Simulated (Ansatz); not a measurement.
`CB1O[SiH2]1`. Charge 0, multiplicity 1.

Cartesian coordinates in Å:
```
C 0.0921 -1.1962 1.1107
B -0.0878 -0.0767 0.0604
O -1.1582 0.4518 -0.5604
Si 0.2159 1.3291 -1.1941
H -0.8610 -1.6434 1.4037
H 0.5892 -0.8017 2.0018
H 0.7471 -1.9797 0.7181
H 0.3420 1.1409 -2.6603
H 0.1207 2.7759 -0.8798
```

**Question.** List the harmonic frequencies (cm⁻¹, unscaled) at PBE0-D4/def2-TZVP in Ansatz. (Estimate.)

**Answer.** The calculation gave: 81, 254, 260, 525, 526, 609, 643, 730, 840, 854, 967, 1074, 1305, 1427, 1443, 1479, 2229, 2242, 3044, 3118, 3133.

**Question.** Is this a minimum?

**Answer.** Yes, all 21 modes are real.

**Question.** Give the ideal-gas thermochemistry at 298.15 K and 1 bar (rigid rotor, harmonic oscillator; point group Cs, symmetry number 1).

**Answer.** Zero-point energy 160.2 kJ/mol; H(298) − E = 177.4 kJ/mol; entropy 308.3 J/(mol·K), of which translation 162.2, rotation 103.8, vibration 42.3; G(298) − E = 85.5 kJ/mol. Modes under 100 cm⁻¹ are hindered rotations or soft bends, so the harmonic entropy is rough.
